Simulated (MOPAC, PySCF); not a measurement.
Stepwise substitution at one centre (In F-H). All species are isolated molecules in the gas phase. Strings in code marks are SMILES.

Quantity: vertical ionisation energy (energy after one electron is removed minus that of the parent at the parent's geometry), in eV.

Level 1: B3LYP/6-31G* (LANL2DZ on In) // CAM-B3LYP-D3(BJ)/def2-TZVP (PySCF)
Level 2: minus the HOMO energy of B3LYP/6-31G* (LANL2DZ on In) // CAM-B3LYP-D3(BJ)/def2-TZVP (PySCF)
Level 3: minus the HOMO energy of PM3 // CAM-B3LYP-D3(BJ)/def2-TZVP (MOPAC)
Level 4: minus the HOMO energy of PM6 // CAM-B3LYP-D3(BJ)/def2-TZVP (MOPAC)

```csv
species,level 1,level 2,level 3,level 4
`[F][InH][F]`,12.01,9.18,13.53,13.68
`[F][In]([F])[F]`,12.92,10.06,15.86,14.58
```
